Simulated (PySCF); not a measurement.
Species: C4H8PSi (doublet state).
Structure used (GFN2-xTB), in Å, numbered top down from 1:
```xyz
14
C4H8PSi angstrom
C     -2.7650   -0.0342    0.2662
C     -1.6091    0.5574    1.0749
C     -0.3950    0.6231    0.2884
C      0.5931    0.6234   -0.4093
Si     2.1558    0.8137   -1.3526
P      3.8044   -0.3659   -0.4170
H     -2.5194   -1.0403   -0.0655
H     -3.6652   -0.0763    0.8756
H     -2.9646    0.5766   -0.6113
H     -1.8685    1.5671    1.4093
H     -1.4219   -0.0563    1.9615
H      1.9339    0.3545   -2.7333
H      3.8931    0.4051    0.7292
H      4.8277    0.3316   -1.0383
```

The hyperfine couplings belong to this conformer and change with its torsions.

Identity: `CCC#C[SiH]P` [radical].

Computed with PySCF, UKS B3LYP, pcH-1 on C H P Si, non-relativistic, mean-field spin-orbit, GIAO. The structure is a single GFN2-xTB conformer in the gas phase; no vibrational or solvent corrections. Couplings are sensitive to structure, and on GFN2-xTB geometries they can be far from those on DFT ones, by a factor of two or more for some ions and for spin on atoms past the first row. No stability test was run, so a lower SCF solution isn't excluded.

**Question.** Match the computed a_iso(1H) values +54.2, +20.0, +14.5, -0.1 MHz (means over equivalent nuclei) with the sites H7/H8/H9; H10/H11; H12; H13/H14.

**Answer.** 
```
    site  a_iso (MHz)  ρ(0) (bohr⁻³)                                          position  distance from Si5 (Å)  bound to  spin population there  largest |T| (MHz)
H7/H8/H9         -0.1         0.0000                                  5 bonds from Si5                   5.56        C1                   0.00                1.3
 H10/H11        +14.5        +0.0032                                  4 bonds from Si5                   4.95        C2                  -0.01                2.1
     H12        +54.2        +0.0121                                   1 bond from Si5                   1.47       Si5                  +0.80                7.9
 H13/H14        +20.0        +0.0045  2 bonds from Si5, on P6 of spin population +0.11                   2.74        P6                  +0.11                4.1
```

ρ(0) is the spin density at the nucleus and T the dipolar tensor; a_iso includes a spin–orbit part; entries for several nuclei are means. Largest spin populations (Mulliken): Si5 (+0.80), C3 (+0.16), P6 (+0.11) and C4 (-0.09). The positive populations add up to 1.10 and the negative ones to -0.10, together 2S = 1. The angles at Si5 add up to 329.6°, so it is pyramidal.

Class means assume fast exchange of nuclei equivalent by connectivity; if that motion is slow, each nucleus keeps its own coupling. The 1H value of +14.5 MHz is a mean of couplings from 6.2 to 22.8 MHz in this one geometry, not an average over conformers.

Time: 71 s of wall time (with the writing of density and orbital grids); peak memory 0.93 GiB. Hardware: one thread, Arm Neoverse V1 (aarch64), shared host.
